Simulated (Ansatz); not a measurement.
C₂H₈HfO₃S, SMILES `C[O][Hf]([OH])([OH])[S]C`, relaxed with RKS PBE0-D4/def2-TZVP in Ansatz from a GFN2-xTB geometry. The force threshold is 0.005 eV/Å; the program also tests the step.

The species carries charge 0 and has multiplicity 1. Hf: def2 effective core potential.

Start:

```xyz
15

C    -0.708    2.280    1.359
O     0.060    1.142    1.631
Hf    0.094   -0.102    0.253
O    -1.467   -0.121   -0.771
O     1.383    0.586   -0.921
S     0.620   -2.314    0.977
C     0.618   -2.734   -0.827
H    -1.778    2.024    1.282
H    -0.589    3.001    2.178
H    -0.380    2.769    0.421
H    -1.459    0.528   -1.483
H     1.743    1.420   -0.601
H     0.949   -3.766   -0.921
H    -0.398   -2.637   -1.218
H     1.312   -2.075   -1.358
```

By how much does the energy fall, and how many steps does the optimiser take? (Estimate.)

The calculation gave: 106.76 kJ/mol, in 38 steps, 3 of them rejected.

Which bonds change most? (Estimate.)

Computed: Hf3–S6 from 2.386 to 2.461 Å; Hf3–O4 from 1.866 to 1.926 Å; Hf3–O5 from 1.874 to 1.929 Å; O2–Hf3 from 1.857 to 1.908 Å.

Give the relaxed structure. (An estimate is asked.)

Ansatz gave: 
```xyz
15

C    -0.839    2.488    1.908
O    -0.428    1.509    1.014
Hf   -0.001    0.245   -0.350
O    -1.452   -0.077   -1.575
O     1.573    0.743   -1.349
S     0.467   -1.847    0.858
C     0.755   -2.931   -0.583
H    -1.861    2.815    1.685
H    -0.818    2.099    2.931
H    -0.178    3.360    1.857
H    -2.087   -0.042   -2.282
H     2.416    1.148   -1.521
H     1.021   -3.918   -0.203
H    -0.145   -3.024   -1.191
H     1.578   -2.567   -1.199
```
